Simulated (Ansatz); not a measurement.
`C[O][Zr]([F])([F])[Br]` + H₂O → `[OH][Zr]([F])([F])[Br]` + CH₃OH at 700 K and 1 bar (formal hydrolysis of a Zr–O bond).

Computed with Ansatz on PBE0-D4/def2-TZVP structures; ΔE is electronic, products minus reactants. CCSD(T)/CBS adds triple-zeta CCSD(T) − MP2 to the extrapolated MP2 energy (def2 sets, frozen cores). This one scheme is used for every species. def2 core potentials past Kr. For Br, Zr outer-core shells are correlated without core-valence functions, which leaves a few kJ/mol of doubt a bond. Scalar relativity is left out up to krypton. One conformer a species, not always the lowest.

| species | CCSD(T)/CBS energy (Eh) | H − E (kJ/mol) | S (J/(mol·K)) |
| --- | --- | --- | --- |
| `C[O][Zr]([F])([F])[Br]` | -2935.22368 | 206.3 | 545.4 |
| H₂O | -76.37941 | 80.5 | 218.4 |
| `[OH][Zr]([F])([F])[Br]` | -2895.97895 | 114.8 | 478.0 |
| CH₃OH | -115.61712 | 170.8 | 288.5 |

H − E and S are ideal-gas, rigid-rotor, harmonic terms from PBE0-D4/def2-TZVP, for one conformer and one mirror image of each species. 1 Eh = 2625.50 kJ/mol, R = 8.31446 J/(mol·K).

By hand: ΔE, ΔH, ΔS and ΔG.

ΔE = (-2895.97895) + (-115.61712) − (-2935.22368) − (-76.37941) = 0.00702 Eh = 18.4 kJ/mol. Δ(H − E) = 114.8 + 170.8 − 206.3 − 80.5 = -1.2, so ΔH = 17.2 kJ/mol. ΔS = 478.0 + 288.5 − 545.4 − 218.4 = 2.7 J/(mol·K). ΔG = 17.2 − 700 × (2.7)/1000 = 15.3 kJ/mol.

By hand: the equilibrium constant, and the temperature at which ΔG would vanish if ΔH and ΔS stayed fixed.

log₁₀ K = −ΔG/(RT ln 10) = -1.1. ΔG = 0 at ΔH/ΔS = 6370 K, far beyond where these terms or the molecules hold.

The number of gas molecules stays the same, so ΔS is small and ΔH decides. A doubt of 5 kJ/mol in ΔE shifts log₁₀ K by 0.4 here. Other conformers and mirror images would add mixing entropy, several J/(mol·K) or more a flexible species. Modes under 60 cm⁻¹, often nearly free rotors, make the harmonic entropy too high. These are equilibria of isolated gas molecules and say nothing of rates. Largest T1 diagnostic: 0.015 (customary marks: 0.02 for closed shells, 0.045 for open ones).
